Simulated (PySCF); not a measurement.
Molecule: SMILES C=C[SiH]1CC1, C4H8Si.

Geometry (Å), atoms numbered from 1 in this order:
```xyz
13

C     1.846    0.334    1.139
C     1.646   -0.408    0.059
Si    0.008   -0.608   -0.819
C    -1.593   -0.417    0.160
C    -1.265    0.782   -0.740
H     2.811    0.418    1.615
H     1.047    0.893    1.599
H     2.487   -0.948   -0.360
H     0.010   -1.483   -1.982
H    -1.558   -0.231    1.224
H    -2.470   -0.984   -0.114
H    -1.940    0.946   -1.568
H    -1.033    1.707   -0.231
```

Frames of a GFN2-xTB Langevin trajectory at 300 K; GIAO PBE0/pcSseg-1 shieldings in PySCF, gas phase, non-relativistic; equivalent atoms averaged within each frame.

Scale: $^{13}$C (186.93 ppm), $^{29}$Si (349.16 ppm), $^{1}$H (31.72 ppm) vs TMS (reference shieldings calculated alike). The references are static minima.

Question: How do the shifts (ppm) fluctuate along the trajectory?

Answer: 
| time (fs) | C1 | C2 | C4/C5 | Si3 | H6 | H8 | H7 | H9 | H11/H12 | H10/H13 |
| --- | --- | --- | --- | --- | --- | --- | --- | --- | --- | --- |
| optimised geometry | 140.1 | 137.3 | 0.0 | -135.1 | 6.33 | 6.41 | 5.87 | 3.20 | 0.65 | 0.72 |
| 250 | 139.8 | 135.9 | 1.8 | -133.2 | 6.64 | 5.85 | 5.83 | 3.14 | 1.20 | 0.91 |
| 425 | 151.8 | 143.1 | 2.5 | -139.2 | 6.43 | 7.07 | 6.72 | 2.59 | 1.36 | 1.51 |
| 625 | 145.6 | 132.0 | -2.1 | -138.6 | 7.22 | 6.70 | 6.02 | 3.76 | 0.94 | 0.23 |
| 800 | 135.2 | 135.5 | -2.1 | -118.9 | 7.01 | 7.19 | 6.20 | 3.42 | 0.74 | 0.82 |
| 1000 | 141.9 | 141.3 | -1.0 | -132.3 | 6.36 | 7.56 | 6.45 | 2.92 | 0.44 | 0.65 |
| mean of frames | 142.9 | 137.6 | -0.2 | -132.5 | 6.73 | 6.87 | 6.24 | 3.17 | 0.94 | 0.82 |
| standard deviation | 6.3 | 4.5 | 2.2 | 8.2 | 0.37 | 0.65 | 0.35 | 0.45 | 0.37 | 0.46 |

5 frames give an uncertainty of the mean of about the standard deviation over 2.2 at best, since frames this close in time may not be independent; classical motion lacks zero-point vibration, and the reference would need the same averaging.
